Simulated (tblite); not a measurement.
C4H8F2Ge (charge +1 and doublet state).
SMILES with atom numbers: `[CH3:1][GeH2:2][CH2:3][CH+:4][C:5]([F:6])[F:7]` (hydrogens: H8, H9, H10 on C1; H11, H12 on Ge2; H13, H14 on C3; H15 on C4)

Computed with GFN2-xTB (tblite), gas phase: L-BFGS steps from a force-field or distance-geometry start until the largest atomic force falls under 0.01 eV/Å.

Step 10: E = -639.5054 eV
```
atom  x, y, z in Å  |  force x, y, z in eV/Å
C1     -1.9275    0.3455    0.8456    0.067  -0.157   0.008
Ge2    -0.8126   -1.2062    0.3252   -0.242   0.048   0.198
C3      0.3796   -0.2849   -1.2575   -0.069  -0.081  -0.079
C4      1.0713    0.7741   -0.6114    0.263   0.046  -0.388
C5      2.1866    0.6482    0.1624   -0.009   0.015  -0.013
F6      2.9098    1.6567    0.5350   -0.049   0.085   0.125
F7      2.6442   -0.4715    0.6542   -0.108  -0.102  -0.201
H8     -2.3369    0.8383   -0.0370    0.010  -0.016   0.035
H9     -1.3699    1.0668    1.4429   -0.006  -0.034  -0.034
H10    -2.7636   -0.0236    1.4399   -0.004   0.009   0.017
H11     0.2464   -1.7034    1.2918   -0.123   0.013  -0.101
H12    -1.5580   -2.3222   -0.3905    0.192   0.100  -0.003
H13     0.9426   -1.1338   -1.6370    0.135  -0.069   0.326
H14    -0.3670    0.0333   -1.9766   -0.064   0.099   0.014
H15     0.7506    1.7907   -0.8090    0.009   0.045   0.098
```

Step 11: E = -639.5223 eV
```
atom  x, y, z in Å  |  force x, y, z in eV/Å
C1     -1.9297    0.3422    0.8497   -0.003  -0.024  -0.006
Ge2    -0.8195   -1.2067    0.3326   -0.168   0.038   0.132
C3      0.3785   -0.2806   -1.2516   -0.088  -0.069   0.011
C4      1.0699    0.7819   -0.6164    0.311  -0.100  -0.341
C5      2.1809    0.6499    0.1591    0.151   0.028   0.057
F6      2.9036    1.6527    0.5529   -0.090   0.048   0.082
F7      2.6472   -0.4780    0.6255   -0.147  -0.081  -0.177
H8     -2.3389    0.8394   -0.0323    0.028  -0.057   0.038
H9     -1.3734    1.0684    1.4428    0.020  -0.056  -0.021
H10    -2.7695   -0.0147    1.4450   -0.011  -0.028   0.029
H11     0.2430   -1.7105    1.2874   -0.099   0.022  -0.061
H12    -1.5403   -2.3245   -0.3981    0.139   0.085  -0.013
H13     0.9417   -1.1300   -1.6121    0.224  -0.231   0.255
H14    -0.3585    0.0275   -1.9777   -0.183   0.146  -0.080
H15     0.7607    1.7909   -0.8288   -0.084   0.278   0.096
```

Step 12: E = -639.5444 eV
```
atom  x, y, z in Å  |  force x, y, z in eV/Å
C1     -1.9331    0.3372    0.8556   -0.113   0.156   0.004
Ge2    -0.8315   -1.2062    0.3442   -0.030   0.009   0.014
C3      0.3749   -0.2768   -1.2431   -0.045  -0.024   0.053
C4      1.0734    0.7918   -0.6299    0.344  -0.191  -0.195
C5      2.1782    0.6517    0.1543    0.123   0.105  -0.021
F6      2.8928    1.6487    0.5792   -0.092  -0.005   0.047
F7      2.6472   -0.4879    0.5836   -0.112  -0.110  -0.085
H8     -2.3409    0.8397   -0.0255    0.035  -0.098   0.020
H9     -1.3776    1.0694    1.4421    0.056  -0.074   0.007
H10    -2.7778   -0.0035    1.4525   -0.017  -0.066   0.043
H11     0.2362   -1.7194    1.2803   -0.056   0.031   0.010
H12    -1.5137   -2.3256   -0.4085    0.053   0.054  -0.034
H13     0.9449   -1.1293   -1.5729    0.240  -0.350   0.175
H14    -0.3505    0.0226   -1.9806   -0.242   0.133  -0.131
H15     0.7729    1.7956   -0.8533   -0.142   0.432   0.093
```

Step 13: E = -639.5636 eV
```
atom  x, y, z in Å  |  force x, y, z in eV/Å
C1     -1.9382    0.3345    0.8616   -0.173   0.243   0.029
Ge2    -0.8439   -1.2053    0.3556    0.099  -0.008  -0.100
C3      0.3708   -0.2748   -1.2357    0.073   0.021   0.007
C4      1.0830    0.8003   -0.6481    0.169  -0.120  -0.117
C5      2.1776    0.6548    0.1481    0.140   0.069  -0.058
F6      2.8812    1.6459    0.6052   -0.079  -0.083   0.018
F7      2.6448   -0.4996    0.5432   -0.082  -0.027  -0.017
H8     -2.3422    0.8382   -0.0190    0.011  -0.096  -0.030
H9     -1.3803    1.0688    1.4415    0.087  -0.062   0.047
H10    -2.7855    0.0056    1.4602   -0.032  -0.088   0.060
H11     0.2282   -1.7269    1.2736   -0.009   0.035   0.085
H12    -1.4875   -2.3250   -0.4187   -0.033   0.016  -0.059
H13     0.9522   -1.1348   -1.5315    0.132  -0.312   0.123
H14    -0.3473    0.0207   -1.9850   -0.181   0.048  -0.088
H15     0.7825    1.8058   -0.8730   -0.120   0.362   0.102
```

Task: Estimate the geometry and energy of step 14. (The exact step hangs on the optimiser's Hessian estimate; all steps are aligned on step 13, rigid shifts and turns removed.)

Result: E = -639.5749 eV, largest force 0.235 eV/Å
```
atom  x, y, z in Å  |  force x, y, z in eV/Å
C1     -1.9429    0.3354    0.8653   -0.137   0.182   0.040
Ge2    -0.8494   -1.2038    0.3596    0.138   0.023  -0.135
C3      0.3699   -0.2749   -1.2340    0.156   0.053  -0.063
C4      1.0931    0.8037   -0.6641    0.033  -0.003  -0.035
C5      2.1829    0.6559    0.1403   -0.015   0.081  -0.139
F6      2.8731    1.6449    0.6180   -0.015  -0.092   0.023
F7      2.6382   -0.5052    0.5253    0.007  -0.052   0.039
H8     -2.3419    0.8352   -0.0168   -0.031  -0.054  -0.077
H9     -1.3793    1.0666    1.4413    0.088  -0.029   0.077
H10    -2.7892    0.0069    1.4645   -0.045  -0.076   0.069
H11     0.2223   -1.7283    1.2710    0.026   0.028   0.127
H12    -1.4753   -2.3221   -0.4232   -0.079  -0.019  -0.083
H13     0.9589   -1.1428   -1.5067    0.005  -0.201   0.083
H14    -0.3497    0.0224   -1.9873   -0.069  -0.051  -0.010
H15     0.7846    1.8143   -0.8752   -0.062   0.211   0.084
```

The energy changes by -0.0114 eV. The first-order estimate −F·Δx gives -0.0167 eV and the mean of the old and new forces, exact on a quadratic surface, -0.0114 eV. The step makes an angle of 63° with the force vector and moves no atom by more than 0.027 Å.

What follows is the cost of the whole relaxation. Hardware: one thread of an Arm Neoverse V1, shared host with 32 logical CPUs at a one-minute load of 13. Cost: 0.51 s.
